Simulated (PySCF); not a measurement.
C4H4OSe, SMILES C=C1C[Se]C1=O. Atoms are numbered in the order given.

```xyz
10

C      0.5767    -2.6116     0.0000
C      0.4357    -1.2853     0.0000
C      1.4442    -0.1602     0.0000
Se     0.0285     1.2128     0.0000
C     -0.8569    -0.5436     0.0000
O     -1.9953    -0.8831     0.0000
H      1.5600    -3.0893     0.0000
H     -0.3116    -3.2490     0.0000
H      2.0736    -0.1142     0.8999
H      2.0736    -0.1142    -0.8999
```
Charge 0, spin multiplicity 1.

Geometry: PBE0-D3(BJ)/def2-SVP. This is a generated structure with no PubChem entry under its InChIKey; it may be hypothetical.

Calculation: PBE/def2-TZVP (PySCF).

Symmetry labels are those of the subgroup Cs that the program uses (full group Cs).

### Question
List the valence orbital energies around the gap with their symmetry. (Estimate from the structure and the level; the computed values follow.)

### Answer

| orbital | symmetry | energy (eV) |
|---|---|---|
| HOMO−7 | A" | -11.49 |
| HOMO−6 | A' | -10.14 |
| HOMO−5 | A" | -10.08 |
| HOMO−4 | A' | -9.32 |
| HOMO−3 | A' | -8.40 |
| HOMO−2 | A" | -7.26 |
| HOMO−1 | A' | -6.15 |
| HOMO | A" | -5.99 |
| LUMO | A" | -2.94 |
| LUMO+1 | A' | -1.76 |
| LUMO+2 | A' | 0.27 |
| LUMO+3 | A" | 0.27 |
